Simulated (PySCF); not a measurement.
A run for PySCF: R-M06-2X/6-31G* on HBr (SMILES Br).

```python
from pyscf import gto, scf, dft, mp
from pyscf.data.elements import chemcore

mol = gto.M(
    atom='''
    Br    0.03431009   -0.35400492    4.41305852
    H     0.03724463   -0.10802391    3.00501441
    ''',
    basis='6-31g*',
    cart=True,
    charge=0, spin=0, verbose=3, max_memory=1800)
mf = dft.RKS(mol, xc='m062x')
mf.conv_tol = 1e-8
mf.max_cycle = 100
mf.kernel()
if not mf.converged:
    mf = mf.newton().run(mf.mo_coeff, mf.mo_occ)
```

It printed:

```
converged SCF energy = -2574.47755045567
```

Self-consistency was reached.

Cost: about 0.8 core-seconds (a rough figure).
